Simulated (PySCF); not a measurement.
AlP, triplet, geometry from GFN2-xTB (such geometries of metal compounds can be far from the true shape); WB97X/6-31G in PySCF.

The PySCF input:
```python
from pyscf import gto, scf, dft

mol = gto.Mole()
mol.atom = '''
    Al   -0.00000000   -0.00000000   -1.17855553
    P     0.00000000    0.00000000    1.02141479
'''
mol.basis = '6-31g'
mol.spin = 2
mol.verbose = 4
mol.build()

mf = dft.UKS(mol)
mf.xc = 'wb97x'
mf.grids.level = 2
mf.kernel()
mf.analyze()
```

Problem. What does PySCF print? Leave out banner, timings and long lists.

Solution. 
```
PySCF version 2.14.0

[INPUT] verbose = 4
[INPUT] num. atoms = 2
[INPUT] num. electrons = 28
[INPUT] charge = 0
[INPUT] spin (= nelec alpha-beta = 2S) = 2
[INPUT] symmetry False subgroup None
[INPUT] Mole.unit = angstrom
[INPUT] Symbol           X                Y                Z      unit          X                Y                Z       unit  Magmom
[INPUT]  1 Al     0.000000000000   0.000000000000  -1.178555530000 AA    0.000000000000   0.000000000000  -2.227147174292 Bohr   0.0
[INPUT]  2 P      0.000000000000   0.000000000000   1.021414790000 AA    0.000000000000   0.000000000000   1.930194212680 Bohr   0.0

nuclear repulsion = 46.9049764859555
number of shells = 14
number of NR pGTOs = 92
number of NR cGTOs = 26
basis = 6-31g
ecp = {}

******** <class 'pyscf.dft.uks.UKS'> ********
method = UKS
initial guess = minao
damping factor = 0
level_shift factor = 0
DIIS = <class 'pyscf.scf.diis.CDIIS'>
diis_start_cycle = 1
diis_space = 8
diis_damp = 0
SCF conv_tol = 1e-09
SCF conv_tol_grad = None
SCF max_cycles = 50
direct_scf = True
direct_scf_tol = 1e-13
number electrons alpha = 15  beta = 13
XC library pyscf.dft.libxc version 7.1.2
    S. Lehtola, C. Steigemann, M. J. T. Oliveira, and M. A. L. Marques,  SoftwareX 7, 1–5 (2018)
XC functionals = wb97x
    J.-D. Chai and M. Head-Gordon,  J. Chem. Phys. 128, 084106 (2008)
radial grids:
    Treutler-Ahlrichs [JCP 102, 346 (1995); DOI:10.1063/1.469408] (M4) radial grids

becke partition: Becke, JCP 88, 2547 (1988); DOI:10.1063/1.454033
pruning grids: <function nwchem_prune>
grids dens level: 2
symmetrized grids: False
atomic radii adjust function: <function treutler_atomic_radii_adjust>
small_rho_cutoff = 0
Set gradient conv threshold to 3.16228e-05
tot grids = 23816
init E= -583.553205292732

cycle= 1 E= -583.574047430266  delta_E= -0.0208  |g|= 0.167  |ddm|= 1.13
cycle= 2 E= -583.588735289821  delta_E= -0.0147  |g|= 0.163  |ddm|= 0.678
cycle= 3 E= -583.61517854111  delta_E= -0.0264  |g|= 0.015  |ddm|= 0.273
cycle= 4 E= -583.615750553646  delta_E= -0.000572  |g|= 0.00551  |ddm|= 0.07
cycle= 5 E= -583.615875691017  delta_E= -0.000125  |g|= 0.00245  |ddm|= 0.0309
cycle= 6 E= -583.615919381068  delta_E= -4.37e-05  |g|= 0.00125  |ddm|= 0.0156
cycle= 7 E= -583.615934770949  delta_E= -1.54e-05  |g|= 0.000538  |ddm|= 0.0108
cycle= 8 E= -583.615937746923  delta_E= -2.98e-06  |g|= 0.000196  |ddm|= 0.00569
cycle= 9 E= -583.615938082516  delta_E= -3.36e-07  |g|= 4.97e-05  |ddm|= 0.00204
cycle= 10 E= -583.615938098676  delta_E= -1.62e-08  |g|= 1.28e-05  |ddm|= 0.000397
cycle= 11 E= -583.615938099632  delta_E= -9.56e-10  |g|= 5.17e-06  |ddm|= 8.66e-05
Extra cycle  E= -583.615938099746  delta_E= -1.14e-10  |g|= 3.61e-06  |ddm|= 1.73e-05
converged SCF energy = -583.615938099746  <S^2> = 2.0191871  2S+1 = 3.0127642
**** SCF Summaries ****
Total Energy =                        -583.615938099745904
Nuclear Repulsion Energy =              46.904976485955515
One-electron Energy =                 -901.990129360322953
Two-electron Energy =                  271.469214774621491
Two-electron Coulomb Energy =          313.260533104604974
DFT Exchange-Correlation Energy =      -41.791318329983483
**** MO energy ****
                             alpha | beta                alpha | beta
MO #1   energy= -77.0534607631777  | -77.0478663050181  occ= 1 | 1
MO #2   energy= -56.1014000559942  | -56.0999343876824  occ= 1 | 1
MO #3   energy= -6.64602175492736  | -6.64182935054184  occ= 1 | 1
MO #4   energy= -4.80917617637004  | -4.79987334438727  occ= 1 | 1
MO #5   energy= -4.80845762796487  | -4.79885559204035  occ= 1 | 1
MO #6   energy= -4.79804915576913  | -4.79421601607296  occ= 1 | 1
MO #7   energy= -4.29055357352161  | -4.28914498866668  occ= 1 | 1
MO #8   energy= -2.84077960270925  | -2.83924255781375  occ= 1 | 1
MO #9   energy= -2.83963299986236  | -2.83730045801281  occ= 1 | 1
MO #10  energy= -2.83784253158462  | -2.83553077035445  occ= 1 | 1
MO #11  energy= -0.724091186984955 | -0.656678411706976 occ= 1 | 1
MO #12  energy= -0.453081511028334 | -0.3855687422924   occ= 1 | 1
MO #13  energy= -0.344675497333277 | -0.288498120981453 occ= 1 | 1
MO #14  energy= -0.324943295342317 | -0.0741544383107215 occ= 1 | 0
MO #15  energy= -0.314144832543614 | -0.0700610178275305 occ= 1 | 0
MO #16  energy= 0.000729617217073764 | 0.0182916606853059 occ= 0 | 0
MO #17  energy= 0.00886578703816365 | 0.0367128080110689 occ= 0 | 0
MO #18  energy= 0.09356173568804   | 0.0978288041733203 occ= 0 | 0
MO #19  energy= 0.183829621442625  | 0.184208128080542  occ= 0 | 0
MO #20  energy= 0.246824569457828  | 0.251875037801112  occ= 0 | 0
MO #21  energy= 0.249800074967985  | 0.252965241725025  occ= 0 | 0
MO #22  energy= 0.279957004504086  | 0.303179635997227  occ= 0 | 0
MO #23  energy= 0.412636906601126  | 0.430161259026367  occ= 0 | 0

To work with the spin densities directly, `use mulliken_meta_spin()` only printing them here.

 ** Mulliken spin pop alpha/beta on meta-lowdin orthogonal AOs **
 ** Mulliken Spin Density (per AO)  **
spin_pop of  0 Al 1s        0.00000
spin_pop of  0 Al 2s        0.00007
spin_pop of  0 Al 3s        0.13507
spin_pop of  0 Al 4s        0.00662
spin_pop of  0 Al 2px       0.00001
spin_pop of  0 Al 2py      -0.00001
spin_pop of  0 Al 2pz       0.00004
spin_pop of  0 Al 3px       0.12307
spin_pop of  0 Al 3py      -0.04956
spin_pop of  0 Al 3pz       0.34965
spin_pop of  0 Al 4px       0.00084
spin_pop of  0 Al 4py       0.00043
spin_pop of  0 Al 4pz       0.00708
spin_pop of  1 P 1s        0.00000
spin_pop of  1 P 2s        0.00044
spin_pop of  1 P 3s        0.00787
spin_pop of  1 P 4s        0.00057
spin_pop of  1 P 2px       0.00010
spin_pop of  1 P 2py       0.00002
spin_pop of  1 P 2pz       0.00006
spin_pop of  1 P 3px       0.79195
spin_pop of  1 P 3py       0.13432
spin_pop of  1 P 3pz       0.49122
spin_pop of  1 P 4px      -0.00009
spin_pop of  1 P 4py      -0.00107
spin_pop of  1 P 4pz       0.00130
 ** Mulliken Spin Density (per atom)  **
spin density of  0 Al =      0.57331
spin density of  1 P =      1.42669
 ** Mulliken pop alpha/beta on meta-lowdin orthogonal AOs **
 ** Mulliken pop       alpha | beta **
pop of  0 Al 1s        1.00000 | 1.00000
pop of  0 Al 2s        0.99992 | 0.99985
pop of  0 Al 3s        0.86128 | 0.72622
pop of  0 Al 4s        0.00784 | 0.00122
pop of  0 Al 2px       0.99991 | 0.99991
pop of  0 Al 2py       0.99992 | 0.99993
pop of  0 Al 2pz       0.99994 | 0.99990
pop of  0 Al 3px       0.14461 | 0.02154
pop of  0 Al 3py       0.18436 | 0.23391
pop of  0 Al 3pz       0.45247 | 0.10281
pop of  0 Al 4px       0.00088 | 0.00004
pop of  0 Al 4py       0.00053 | 0.00010
pop of  0 Al 4pz       0.01130 | 0.00422
pop of  1 P 1s        1.00000 | 0.99999
pop of  1 P 2s        0.99968 | 0.99923
pop of  1 P 3s        0.90019 | 0.89232
pop of  1 P 4s        0.00264 | 0.00208
pop of  1 P 2px       0.99996 | 0.99986
pop of  1 P 2py       0.99996 | 0.99994
pop of  1 P 2pz       0.99994 | 0.99988
pop of  1 P 3px       0.85459 | 0.06264
pop of  1 P 3py       0.81499 | 0.68067
pop of  1 P 3pz       0.76263 | 0.27141
pop of  1 P 4px       0.00006 | 0.00015
pop of  1 P 4py       0.00025 | 0.00132
pop of  1 P 4pz       0.00217 | 0.00087
In total            15.00000 | 13.00000
 ** Mulliken atomic charges   ( Nelec_alpha | Nelec_beta ) **
charge of  0Al =      0.24740  (     6.66295      6.08965 )
charge of  1P =     -0.24740  (     8.33705      6.91035 )
Dipole moment(X, Y, Z, Debye):  0.00000, -0.00000, -2.90877
```
